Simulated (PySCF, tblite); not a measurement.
C3H13NO2Si2.
Z-matrix (Å and degrees, GFN2-xTB geometry), rows numbered from 1:
```
C 
O   1  1.4040
C   2  1.4264  1  114.85
C   3  1.5265  2  112.93  1    69.95
Si  3  1.9073  2  104.07  1  -167.21
N   5  1.7196  3  105.05  2    62.88
O   5  1.6224  3  110.52  2   179.70
Si  7  1.6157  5  160.71  3   -73.29
H   1  1.0979  2  111.07  3    52.51
H   1  1.0956  2  112.09  3   -69.33
H   1  1.0895  2  106.59  3   171.54
H   3  1.1022  2  108.32  1   -49.85
H   4  1.0876  3  109.76  2    51.62
H   4  1.0870  3  108.98  2   170.62
H   4  1.0895  3  112.06  2   -69.32
H   5  1.4636  3  111.61  2   -66.64
H   6  1.0070  5  117.07  3   -47.05
H   6  1.0073  5  119.00  3   176.14
H   8  1.4630  7  109.85  5    25.50
H   8  1.4628  7  106.91  5   -95.31
H   8  1.4626  7  104.74  5   145.43
```

Computed with PBE0/pcSseg-1 in PySCF (dipole) on a GFN2-xTB geometry, gas phase.

Masses are those of the commonest isotopes; rigid-rotor values at the optimised geometry. The values belong to one conformer with, in the numbering `[CH3:1][O:2][C@@H:3]([CH3:4])[Si@@H:5]([NH2:6])[O:7][SiH3:8]`, C1–O2–C3–C4 70°, O2–C3–Si5–N6 63°, C3–Si5–N6–H -47° and 176°, C3–Si5–O7–Si8 -73°.

Problem. What are A, B and C (MHz)?

Solution. Ia = 202.35, Ib = 694.32, Ic = 820.23 u·Å²; 505379 MHz·u·Å²/I gives A = 2498, B = 727.9, C = 616.1 MHz.

Problem. Classify the top.

Solution. An asymmetric top. Ray's parameter κ = (2B − A − C)/(A − C) = -0.881; −1 is the prolate and +1 the oblate limit.

Problem. What does the inertial defect say?

Solution. Not planar: Δ = Ic − Ia − Ib = -76.43 u·Å². For a rigid frame Δ = −2 Σ m c², so Σ m c² = 38.22 u·Å² lies off the ab plane: 14.76 from hydrogen and 23.46 from heavier atoms. The atom farthest from that plane is 2.03 Å away.

Problem. Give the other two planar moments, Paa and Pbb, and the rms extents of the mass along the axes.

Solution. Paa = Σ m a² = (Ib + Ic − Ia)/2 = 656.10 and Pbb = Σ m b² = (Ia + Ic − Ib)/2 = 164.13 u·Å². With the mass M = 151.05 u, the rms extents √(P/M) along a, b and c are 2.08, 1.04, 0.50 Å.

Problem. Give the coordinates in the principal-axis frame, origin at the centre of mass.

Solution. The sense of each axis is arbitrary; atoms in the order of the calculation.
```csv
atom,mass (u),a (Å),b (Å),c (Å)
C1,12.000,-3.530,0.217,-0.603
O2,15.995,-2.401,-0.242,0.094
C3,12.000,-1.196,0.469,-0.182
C4,12.000,-1.200,1.887,0.382
Si5,27.977,0.172,-0.627,0.571
N6,14.003,0.099,-2.101,-0.311
O7,15.995,1.631,0.042,0.335
Si8,27.977,2.980,0.538,-0.403
H9,1.008,-3.334,0.268,-1.682
H10,1.008,-3.854,1.205,-0.257
H11,1.008,-4.326,-0.503,-0.414
H12,1.008,-1.075,0.533,-1.276
H13,1.008,-1.467,1.863,1.435
H14,1.008,-0.203,2.309,0.284
H15,1.008,-1.901,2.534,-0.144
H16,1.008,0.075,-0.683,2.030
H17,1.008,-0.811,-2.511,-0.446
H18,1.008,0.780,-2.819,-0.120
H19,1.008,2.718,0.748,-1.827
H20,1.008,3.985,-0.505,-0.197
H21,1.008,3.334,1.788,0.269
```

Problem. Which lines would a microwave search look for?

Solution. The dipole components are |μa| = 0.56 D, |μb| = 0.15 D, |μc| = 0.98 D. Intensities carry the squares of the components, which stand as 0.33 : 0.02 : 1.00 (a : b : c). Some lines, for components of 0.1 D or more:

| type | branch | J(Ka,Kc) | MHz | lower level (cm⁻¹) |
| --- | --- | --- | --- | --- |
| a | Q | 2(1,1) ← 2(1,2) | 335 | 0.190 |
| c | Q | 1(1,1) ← 1(0,1) | 1770 | 0.045 |
| b | Q | 2(1,1) ← 2(0,2) | 1998 | 0.134 |
| b | Q | 4(1,3) ← 4(0,4) | 2446 | 0.446 |
| a | R | 2(1,2) ← 1(1,1) | 2576 | 0.104 |
| a | R | 3(1,3) ← 2(1,2) | 3861 | 0.190 |
| a | R | 3(2,1) ← 2(2,0) | 4053 | 0.378 |
| b | R | 2(1,2) ← 1(0,1) | 4346 | 0.045 |
| b | R | 4(1,4) ← 3(0,3) | 6656 | 0.268 |
| b | R | 4(2,2) ← 3(1,3) | 11263 | 0.319 |
| b | R | 3(3,1) ← 2(2,0) | 13158 | 0.378 |
| c | R | 3(3,1) ← 2(2,1) | 13163 | 0.378 |
| c | R | 4(4,0) ← 3(3,0) | 18156 | 0.817 |

Problem. Estimate the classical rotational partition function at 25 K, 50 K and 200 K.

Solution. Point group C1, symmetry number σ = 1; q = (√π/σ)·√((kT/h)³/(ABC)), k/h = 20836.6 MHz/K: 19900 at 25 K, 56300 at 50 K, 451000 at 200 K.

Its lowest GFN2-xTB frequency is 11 cm⁻¹, too small to tell a flat minimum from a shallow saddle. These are rigid-rotor constants of the computed structure; measured ground-state constants (B0) also hold zero-point vibration. A rigid rotor knows nothing of inversion at nitrogen or internal rotation, which can split or shift real lines. Quadrupole hyperfine structure (14N) is left out.

Time: 75 s wall; peak memory 0.96 GiB. Hardware: one thread, Arm Neoverse N1 (aarch64), no GPU, on a shared host. This is the PBE0/pcSseg-1 job that gave the dipole, with the shieldings it also computed.
